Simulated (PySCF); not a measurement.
# Ba³⁸⁺ (barium, charge +38): Hartree-Fock from Schrödinger to Dirac-Coulomb-Breit

Occupied: 1s1/2, 2s1/2, 2p1/2, 2p3/2, 3s1/2, 3p1/2, 3p3/2. Hartree-Fock calculated with PySCF 2.14 in an even-tempered Gaussian basis (21 s from 3.4 bohr⁻², ratio 2.3; 16 p from 4.1 bohr⁻², ratio 2.3), Gaussian nucleus throughout. NR is non-relativistic, sf-X2C the spin-free one-electron X2C Hamiltonian, X2C adds the bare one-electron spin-orbit term, X2C-SNSO screens it by Boettger's factors, DC is four-component Dirac-Coulomb, and the Gaunt and Breit terms are added at first order (total energies over the DC spinors, levels after relaxing the spinors in that mean field). QED terms are absent. Levels marked empty are virtual spinors of this ion; the basis has s and p functions only, so 3d, which can lie below the n = 4 levels, is absent.

```json
{"Hamiltonian": "NR", "E (hartree)": "-6714.8930"}
{"Hamiltonian": "sf-X2C", "E (hartree)": "-6958.0295"}
{"Hamiltonian": "X2C", "E (hartree)": "-6961.3047"}
{"Hamiltonian": "X2C-SNSO", "E (hartree)": "-6961.0657"}
{"Hamiltonian": "DC", "E (hartree)": "-6963.2604"}
{"Hamiltonian": "DC+Gaunt", "E (hartree)": "-6956.6198"}
{"Hamiltonian": "DC+Breit", "E (hartree)": "-6957.2665"}
```

| level (eV) | NR | sf-X2C | X2C | X2C-SNSO | DC | DC+Gaunt | DC+Breit |
| --- | --- | --- | --- | --- | --- | --- | --- |
| 1s1/2 | -38092.3 | -39760.5 | -39756.0 | -39756.3 | -39792.3 | -39692.0 | -39699.4 |
| 2s1/2 | -7679.4 | -8122.9 | -8121.5 | -8121.6 | -8126.0 | -8115.8 | -8116.5 |
| 2p1/2 | -7369.2 | -7503.1 | -7785.7 | -7774.6 | -7776.3 | -7759.4 | -7761.1 |
| 2p3/2 | -7369.2 | -7503.1 | -7378.2 | -7382.6 | -7386.1 | -7374.2 | -7375.9 |
| 3s1/2 | -2927.2 | -3053.5 | -3053.1 | -3053.1 | -3054.1 | -3051.8 | -3052.0 |
| 3p1/2 | -2798.0 | -2846.6 | -2914.4 | -2911.8 | -2912.1 | -2908.2 | -2908.7 |
| 3p3/2 | -2798.0 | -2846.6 | -2816.4 | -2817.4 | -2818.2 | -2815.4 | -2815.9 |
| 4s1/2 (empty) | -1463.4 | -1511.3 | -1511.2 | -1511.2 | -1511.6 | -1510.7 | -1510.8 |
| 4p1/2 (empty) | -1414.8 | -1435.4 | -1459.3 | -1458.4 | -1458.5 | -1457.1 | -1457.3 |
| 4p3/2 (empty) | -1414.8 | -1435.4 | -1424.8 | -1425.1 | -1425.4 | -1424.4 | -1424.6 |

Q: How large are the two-electron picture-change error of X2C and the Breit correction in the total energy?

A: X2C-1e lies 1.9558 hartree above Dirac-Coulomb; Gaunt adds 6.6406 and the full Breit term 5.9940 hartree.

```csv
interval (eV),X2C,X2C-SNSO,DC,DC+Gaunt,DC+Breit
2p3/2 − 2p1/2,407.4,392.0,390.2,385.3,385.3
3p3/2 − 3p1/2,98.03,94.34,93.98,92.82,92.82
4p3/2 − 4p1/2,34.55,33.25,33.15,32.74,32.74
```

Weight of the small component: 1s1/2 0.0428, 2s1/2 0.00947, 2p1/2 0.00942, 2p3/2 0.00892, 3s1/2 0.00341, 3p1/2 0.00334, 3p3/2 0.00321, 4s1/2 0.00159, 4p1/2 0.00156, 4p3/2 0.00152.

Koopmans' value for the highest occupied level at DC+Breit: 2815.9 eV, against an ionisation energy of 2814 ± 4 eV (theoretical estimate listed by NIST; NIST Atomic Spectra Database, ionization energies); the former lacks relaxation, correlation, QED and recoil.

The whole ladder took 160 s of wall time on 1 thread of Neoverse-V1 (shared host), launched as `OMP_NUM_THREADS=1 python relrun2.py TASK.json OUT` (a driver that calls PySCF for each Hamiltonian).
